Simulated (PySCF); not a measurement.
# Assignment exercise: C₇H₁₂

Mapped SMILES: `[CH2:1]1[CH2:2][C@@H:3]2[CH2:4][CH2:5][C@H:6]1[CH2:7]2`; H(Xn) means a hydrogen on atom n. Ha(C4), Ha(C5) are cis to C1 on the ring; Ha(C1), Ha(C2) are cis to C4 on the ring; Hb(C4), Hb(C5) are trans to C1 on the ring; Hb(C1), Hb(C2) are trans to C4 on the ring.

Method: coordinates at the GFN2-xTB level, PBE0/pcSseg-1 with gauge-including orbitals, in PySCF 2.14.0 with density-fitted response routines (one computed conformer, averaged over atoms made equivalent by symmetry, fast rotation or ring inversion, no relativistic terms, in vacuum).

Shifts are taken against calculated references (same method and geometry level): ¹³C, ¹H vs TMS.

Task: Assign these signals to the numbered atoms. ¹³C{¹H} NMR (computed): δ 39.8, 39.8, 32.5.

Result: 
| δ (ppm) | atoms | environment | reason |
| --- | --- | --- | --- |
| 39.8 | C7 | sp3 CH2 in a ring | a saturated carbon with 2 carbon neighbours and no heteroatom attached |
| 39.8 | C3/C6 | sp3 CH in a ring | saturated and bonded to C and H only |
| 32.5 | C1/C2/C4/C5 | sp3 CH2 in a ring | saturated and bonded to C and H only |

C7 and C3/C6 lie closer than the usual error of such a calculation, so a measured spectrum could show them in the other order.

Task: Assign these signals to the numbered atoms. ¹H NMR (400 MHz, computed): δ 2.10 (m, 2H), 1.60 (m, 4H), 1.16 (m, 4H), 1.08 (m, 2H).

Result: 
| δ (ppm) | atoms | environment | reason |
| --- | --- | --- | --- |
| 2.10 | H(C3)/H(C6) | hydrogen on an sp3 CH in a ring | – |
| 1.60 | Hb(C1)/Hb(C2)/Hb(C4)/Hb(C5) | hydrogen on an sp3 CH2 in a ring | far from electronegative atoms and π systems |
| 1.16 | Ha(C1)/Ha(C2)/Ha(C4)/Ha(C5) | hydrogen on an sp3 CH2 in a ring | – |
| 1.08 | H(C7) | hydrogen on an sp3 CH2 in a ring | – |

Ha(C1)/Ha(C2)/Ha(C4)/Ha(C5) and H(C7) lie closer than the usual error of such a calculation, so a measured spectrum could show them in the other order.

Shifts are as computed. Against solution values, carbons near 30 ppm lie about +3 ppm off and those near 130 ppm about +5 ppm. Of 246 compounds with measured shifts, 49 miss one by over three times the rms of a fit or turn the order of signals round; such compounds aren't used in these exercises. No couplings were computed; multiplicities are counted from neighbouring protons, with m where these are inequivalent, close in shift, in a saturated or five-membered ring or joined by F or P, and br s for small geminal =CH2 splittings.
